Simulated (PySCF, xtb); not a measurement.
Ga(Cl) cation (ClGa), SMILES [Cl][Ga] (connectivity only; charge and spin as stated), charge +1, multiplicity 2.

Harmonic wavenumbers (cm⁻¹) from xtb with GFN2-xTB at its own minimum, in rising order: 282.

**Question.** What does PBE0-D3(BJ)/def2-TZVP (PySCF) give at its own minimum? (An estimate is asked for; the answer gives what the named calculation found.)

**Answer.** 426. Paired by order, the mean absolute difference is 144 cm⁻¹ and the zero-point energies are 0.4 and 0.6 kcal/mol.
